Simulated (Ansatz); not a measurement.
An input meant for SnEt3(NMe2) (C₈H₂₁NSn) (charge 0, singlet; atoms displaced at random, 0.08 Å in each coordinate).

```yaml
crystal:
  periodic: [false, false, false]
  atoms:
    - {symbol: Sn, position_ang: [0.183009, 0.156529, 0.164315]}
    - {symbol: C, position_ang: [0.406510, 0.022231, 2.410740]}
    - {symbol: C, position_ang: [-1.085415, 0.062812, 2.717901]}
    - {symbol: H, position_ang: [0.821227, 0.879539, 2.637040]}
    - {symbol: H, position_ang: [0.767223, -0.836146, 2.643177]}
    - {symbol: H, position_ang: [-1.259864, -0.012713, 3.957345]}
    - {symbol: H, position_ang: [-1.784216, 1.048645, 2.612498]}
    - {symbol: H, position_ang: [-1.696671, -0.919072, 2.633573]}
    - {symbol: C, position_ang: [2.202008, -0.065204, -0.602228]}
    - {symbol: C, position_ang: [2.178252, 0.175123, -2.255888]}
    - {symbol: H, position_ang: [2.652417, -1.176808, -0.381769]}
    - {symbol: H, position_ang: [2.958520, 0.700325, -0.301714]}
    - {symbol: H, position_ang: [3.087962, 0.053043, -2.473659]}
    - {symbol: H, position_ang: [1.723084, -0.662204, -2.524358]}
    - {symbol: H, position_ang: [1.896351, 1.096070, -2.518671]}
    - {symbol: C, position_ang: [-0.723242, 1.970787, -0.485803]}
    - {symbol: C, position_ang: [-0.269803, 3.101653, 0.053823]}
    - {symbol: H, position_ang: [-1.663057, 1.566750, -0.338090]}
    - {symbol: H, position_ang: [-0.725265, 1.939666, -1.628996]}
    - {symbol: H, position_ang: [-0.601524, 3.998930, -0.422204]}
    - {symbol: H, position_ang: [-0.361951, 3.358666, 1.174798]}
    - {symbol: H, position_ang: [0.864942, 3.272804, -0.194884]}
    - {symbol: N, position_ang: [-0.939346, -1.507270, -0.227024]}
    - {symbol: C, position_ang: [-1.408362, -1.433263, -1.651558]}
    - {symbol: C, position_ang: [-0.434926, -2.702783, 0.151542]}
    - {symbol: H, position_ang: [-0.878379, -1.906527, -2.483352]}
    - {symbol: H, position_ang: [-1.922281, -0.573563, -1.989251]}
    - {symbol: H, position_ang: [-2.424620, -2.153025, -1.830624]}
    - {symbol: H, position_ang: [-0.009341, -2.740368, 1.205916]}
    - {symbol: H, position_ang: [-1.496884, -3.380998, 0.237549]}
    - {symbol: H, position_ang: [0.011438, -3.477739, -0.509665]}
basis:
  gaussian: {orbitals: def2-SVPD, fitting: {mean_field: def2-universal-jkfit}}
hamiltonian: {xc: {name: PBE1PBE}}
output: {forces: true}
```

```sh
$ ansatz run in.yaml --threads 4 --pin off --events-out ev --progress --plain --max-ram 6963MiB
```

Problem. Predict how Ansatz answers.

Solution. The program refused the input. The method's name isn't one that the program takes here.
```
Error: YAML parse error: error: line 37 column 19: hamiltonian.xc: no functional is named "PBE1PBE"; the names, which are not case-sensitive, are SVWN5, SPW92, PBE, PBE0, PBEsol, revPBE, revPBE0, RPBE, rPW86-PBE, HSE06, wPBEh, LC-wPBE, HISS, HF, BLYP, B3LYP, B3LYP5, BHLYP, CAM-B3LYP, r2SCAN, r2SCANh, r2SCAN0, r2SCAN50, m-r2SCAN, B97, wB97, wB97X, wB97X-V, B97M-V, wB97M-V, B2PLYP, B2GP-PLYP, PBE0-DH, PBE-QIDH
35 | basis:
36 |   gaussian: {orbitals: def2-SVPD, fitting: {mean_field: def2-universal-jkfit}}
37 | hamiltonian: {xc: {name: PBE1PBE}}
38 | output: {forces: true}
```
